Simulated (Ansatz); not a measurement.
`BC[SiH](C)Cl`. The species carries charge 0 and has multiplicity 1. All single points use the PBE0-D4/def2-TZVP geometry. It is one conformer, not always the lowest.

```xyz
13

B     0.534    2.206    0.386
C     0.797    0.825   -0.237
Si   -0.649   -0.309    0.152
C    -0.330   -2.041   -0.441
Cl   -0.953   -0.366    2.196
H    -0.185    2.989   -0.167
H     0.997    2.502    1.448
H     1.691    0.314    0.131
H     0.789    0.835   -1.334
H    -1.893    0.236   -0.443
H    -1.176   -2.688   -0.198
H     0.565   -2.452    0.031
H    -0.187   -2.051   -1.525
```

(1) What is the dipole moment at B3LYP/def2-TZVPP? (An estimate is asked.)

(2) And with PBE, r2SCAN, ωB97M-V? (Best estimate.)

(3) Give the Mulliken charges with B3LYP, PBE, ωB97M-V in def2-TZVPP. (Best estimate.)

Results:

(1) Computed: 2.50 D, with components (0.80, -1.26, -2.01) D in this frame, pointing from negative to positive charge.

(2) Computed: PBE 2.55 D, r2SCAN 2.58 D, ωB97M-V 2.50 D.

(3) Ansatz gave: 
```csv
atom,B3LYP,PBE,ωB97M-V
B1,-0.11,-0.10,-0.20
C2,-0.24,-0.21,-0.31
Si3,0.48,0.39,0.42
C4,-0.39,-0.37,-0.44
Cl5,-0.27,-0.23,-0.23
H6,0.04,0.02,0.08
H7,0.04,0.03,0.08
H8,0.11,0.11,0.13
H9,0.10,0.11,0.12
H10,-0.08,-0.07,-0.03
H11,0.11,0.12,0.13
H12,0.11,0.11,0.13
H13,0.10,0.10,0.12
```

B3LYP here is the variant with VWN-RPA as its local correlation; programs differ in this.
